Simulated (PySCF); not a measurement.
## Dipole response of Mn³⁺ (manganese, charge +3)

[Ar] 3d4, high-spin 5D determinant. All numbers are calculated (PySCF 2.14, the non-relativistic Hamiltonian (point nucleus), in def2-QZVPPD (11s6p5d4f2g, 100 functions)). Coupled (time-dependent) response in atomic units; α is the mean over directions.

| method | mean α (bohr³) | α xx, yy, zz | C₆ (like pair) | S(−4) |
| --- | --- | --- | --- | --- |
| UHF | 1.795 | 1.731, 1.731, 1.922 | 4.397 | 0.9392 |
| PBE | 2.041 | 1.958, 1.958, 2.207 | 5.036 | 1.529 |

S(−4) is the Cauchy moment in α(ω) = α(0) + S(−4) ω² + …

α(iu) at PBE:

```json
{"u (hartree)": "0", "α(iu) (bohr³)": "2.041"}
{"u (hartree)": "0.0500", "α(iu) (bohr³)": "2.037"}
{"u (hartree)": "0.100", "α(iu) (bohr³)": "2.026"}
{"u (hartree)": "0.200", "α(iu) (bohr³)": "1.984"}
{"u (hartree)": "0.300", "α(iu) (bohr³)": "1.920"}
{"u (hartree)": "0.500", "α(iu) (bohr³)": "1.761"}
{"u (hartree)": "0.750", "α(iu) (bohr³)": "1.555"}
{"u (hartree)": "1.00", "α(iu) (bohr³)": "1.369"}
{"u (hartree)": "1.50", "α(iu) (bohr³)": "1.068"}
{"u (hartree)": "2.00", "α(iu) (bohr³)": "0.8444"}
{"u (hartree)": "3.00", "α(iu) (bohr³)": "0.5532"}
{"u (hartree)": "5.00", "α(iu) (bohr³)": "0.2823"}
```

A single London oscillator, α(iu) = α/(1 + u²/ω²), gives C₆ = (3/4) ω α². Matching the computed C₆ needs ω = 4 × 5.036 / (3 × 2.041²) = 1.61 hartree.

For an ion, C₆ is the dispersion term alone; charge-induced terms of lower order in 1/R come first.

The components differ because the open shell of this determinant is not spherical; for a pure term their mean is the scalar polarisability.
